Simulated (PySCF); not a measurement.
# How methods differ on the excitation energy of Re

Re [Xe] 4f14 5d5 6s2 (6S) → Re [Xe] 4f14 5d5 6s1 6p1 (8P), as a difference of total energies. Calculation: PySCF 2.14, in ANO-RCC-VTZP (8s7p5d3f2g1h, 104 functions); scalar relativity by spin-free X2C-1e. The calculations carry no spin-orbit coupling.

```
method  excitation energy (eV)
   UHF                   1.612
PBEsol                   3.187
  MN15                   3.481
 B3LYP                   3.675
```

The basis was made for the ground configuration and has no added diffuse functions, so the excitation energy can come out too high.
